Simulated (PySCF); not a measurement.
Assigning NMR signals

Numbering as in the mapped SMILES `[CH2:1]=[C:2]([CH3:3])[C@H:4]1[CH2:5][CH2:6][O:7][BH:8][O:9]1`. Each H is labelled by its parent atom. Ha(C5), Ha(C6) are cis to C2 on the ring; Ha(C1) is cis to C3; Hb(C5), Hb(C6) are trans to C2 on the ring; Hb(C1) is trans to C3.

Theoretical values (PySCF 2.14.0 with density-fitted response routines): shielding tensors at PBE/pcSseg-1 (GIAO), geometry: PBE0-D3(BJ)/def2-SVP. No solvent model, relativity neglected, one conformer, averaged over atoms made equivalent by symmetry, fast rotation or ring inversion.

References, each an isolated molecule treated in the same way: ¹³C (180.03 ppm), ¹H (31.20 ppm) vs TMS.

Q: Assign these signals to the numbered atoms. ¹³C{¹H} NMR (computed): δ 150.8, 115.9, 77.1, 65.8, 36.7, 22.1.

A: 
| δ (ppm) | atoms | environment | reason |
| --- | --- | --- | --- |
| 150.8 | C2 | fully substituted alkene carbon | as expected for a trigonal carbon in a double bond |
| 115.9 | C1 | terminal =CH2 carbon | the olefinic region |
| 77.1 | C4 | allylic sp3 CH bonded to O | deshielded by the electronegative neighbour |
| 65.8 | C6 | sp3 CH2 bonded to O | the inductive effect lowers its shielding |
| 36.7 | C5 | sp3 CH2 in a ring | a saturated carbon with 2 carbon neighbours and no heteroatom attached |
| 22.1 | C3 | allylic methyl carbon | a saturated carbon with 1 carbon neighbour and no heteroatom attached |

Q: Assign these signals to the numbered atoms. ¹H NMR (400 MHz, computed): δ 5.68 (br s, 1H), 5.24 (br s, 1H), 4.32 (m, 1H), 4.28 (br, 1H), 4.17 (m, 1H), 4.13 (m, 1H), 1.91 (m, 1H), 1.77 (s, 3H), 1.37 (m, 1H).

A: 
```tsv
δ (ppm)	atoms	environment	reason
5.68	Hb(C1)	hydrogen on a terminal =CH2 carbon	attached to an sp2 carbon and in the plane of the double bond
5.24	Ha(C1)	hydrogen on a terminal =CH2 carbon	–
4.32	H(C4)	hydrogen on an allylic sp3 CH bonded to O	its carbon carries O, which withdraws density
4.28	H(B8)	hydrogen on a boron bonded to 2 O, in a 6-membered ring	–
4.17	Hb(C6)	hydrogen on an sp3 CH2 bonded to O	its carbon carries O, an electronegative neighbour
4.13	Ha(C6)	hydrogen on an sp3 CH2 bonded to O	–
1.91	Hb(C5)	hydrogen on an sp3 CH2 in a ring	–
1.77	H(C3)	hydrogen on an allylic methyl carbon	allylic position
1.37	Ha(C5)	hydrogen on an sp3 CH2 in a ring	–
```

H(C4) and H(B8); H(B8) and Hb(C6); Hb(C6) and Ha(C6) lie closer than the usual error of such a calculation, so a measured spectrum could show them in the other order.

Hydrogens on boron are broadened and split by ¹¹B (spin 3/2, 80 %) and 10B (spin 3). Shifts are as computed. Against solution values, carbons near 30 ppm lie about +2 ppm off and those near 130 ppm about +2 ppm. Of 1211 compounds with measured shifts, 218 miss one by over three times the rms of a fit or turn the order of signals round; such compounds aren't used in these exercises. Multiplicities follow the n + 1 count of equivalent neighbours, as no J values were calculated; m marks all less simple cases, F and P coupling included.
